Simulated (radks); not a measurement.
The numbers below are computed, except where a source is named.
Species: the niobium ion Nb3+. Configuration: [Kr] 4d1 5s1 (not the ground configuration). Code: a radial shooting solver on a logarithmic mesh with Libxc functionals. Model: Dirac Kohn-Sham, LDA (Slater exchange, Perdew-Wang correlation), spin-unpolarised, spherical densities, finite nucleus; open shells are shared between the two j in proportion to 2j + 1; Fermi nuclear charge, rms radius 4.324 fm.

Normalised radial functions P(r) = r R(r) (large component), r in bohr:

| r | 3d5/2 | 4p3/2 | 4d5/2 |
|---|---|---|---|
| 0.003772 | 0.0001 | 0.0043 | 0.0000 |
| 0.004322 | 0.0001 | 0.0055 | 0.0000 |
| 0.004991 | 0.0002 | 0.0072 | 0.0001 |
| 0.005718 | 0.0003 | 0.0093 | 0.0001 |
| 0.006604 | 0.0004 | 0.0122 | 0.0001 |
| 0.007566 | 0.0006 | 0.0156 | 0.0002 |
| 0.008737 | 0.0009 | 0.0203 | 0.0003 |
| 0.01009 | 0.0014 | 0.0262 | 0.0004 |
| 0.01156 | 0.0020 | 0.0333 | 0.0006 |
| 0.01335 | 0.0031 | 0.0426 | 0.0010 |
| 0.0153 | 0.0045 | 0.0536 | 0.0014 |
| 0.01767 | 0.0067 | 0.0679 | 0.0021 |
| 0.02024 | 0.0097 | 0.0842 | 0.0031 |
| 0.02337 | 0.0143 | 0.1048 | 0.0045 |
| 0.02699 | 0.0209 | 0.1292 | 0.0067 |
| 0.03093 | 0.0299 | 0.1557 | 0.0095 |
| 0.03572 | 0.0432 | 0.1871 | 0.0137 |
| 0.04092 | 0.0607 | 0.2191 | 0.0193 |
| 0.04726 | 0.0863 | 0.2541 | 0.0274 |
| 0.05414 | 0.1190 | 0.2860 | 0.0378 |
| 0.06253 | 0.1652 | 0.3152 | 0.0524 |
| 0.07221 | 0.2262 | 0.3351 | 0.0716 |
| 0.08273 | 0.3001 | 0.3405 | 0.0948 |
| 0.09555 | 0.3978 | 0.3260 | 0.1253 |
| 0.1095 | 0.5098 | 0.2881 | 0.1599 |
| 0.1264 | 0.6491 | 0.2183 | 0.2023 |
| 0.1448 | 0.7976 | 0.1232 | 0.2465 |
| 0.1673 | 0.9666 | -0.0052 | 0.2950 |
| 0.1932 | 1.1373 | -0.1525 | 0.3409 |
| 0.2213 | 1.2873 | -0.2940 | 0.3763 |
| 0.2556 | 1.4180 | -0.4251 | 0.3984 |
| 0.2928 | 1.4997 | -0.5085 | 0.3979 |
| 0.3382 | 1.5282 | -0.5310 | 0.3676 |
| 0.3875 | 1.4929 | -0.4750 | 0.3064 |
| 0.4475 | 1.3898 | -0.3291 | 0.2054 |
| 0.5168 | 1.2282 | -0.1043 | 0.0692 |
| 0.5921 | 1.0375 | 0.1571 | -0.0851 |
| 0.6838 | 0.8166 | 0.4488 | -0.2643 |
| 0.7834 | 0.6115 | 0.6991 | -0.4344 |
| 0.9047 | 0.4180 | 0.8980 | -0.5981 |
| 1.036 | 0.2697 | 0.9974 | -0.7216 |
| 1.197 | 0.1545 | 0.9991 | -0.8053 |
| 1.382 | 0.0794 | 0.9055 | -0.8323 |
| 1.584 | 0.0378 | 0.7557 | -0.8052 |
| 1.829 | 0.0151 | 0.5681 | -0.7278 |
| 2.096 | 0.0055 | 0.3954 | -0.6207 |
| 2.42 | 0.0016 | 0.2424 | -0.4883 |
| 2.773 | 0.0004 | 0.1368 | -0.3614 |
| 3.202 | 0.0001 | 0.0655 | -0.2403 |
| 3.698 | 0.0000 | 0.0269 | -0.1436 |
| 4.237 | 0.0000 | 0.0098 | -0.0789 |
| 4.893 | 0.0000 | 0.0028 | -0.0364 |
| 5.606 | 0.0000 | 0.0007 | -0.0151 |
| 6.474 | 0.0000 | 0.0001 | -0.0049 |
| 7.418 | 0.0000 | 0.0000 | -0.0014 |
| 8.566 | 0.0000 | 0.0000 | -0.0003 |

3d5/2: eigenvalue -231.64 eV, 0 radial nodes, <r> = 0.434 bohr, 90 % of the charge inside 0.697 bohr. 4p3/2: eigenvalue -67.925 eV, 2 radial nodes at r = 0.166, 0.547 bohr, <r> = 1.27 bohr, 90 % of the charge inside 1.87 bohr. 4d5/2: eigenvalue -33.849 eV, 1 radial node at r = 0.551 bohr, <r> = 1.67 bohr, 90 % of the charge inside 2.56 bohr.
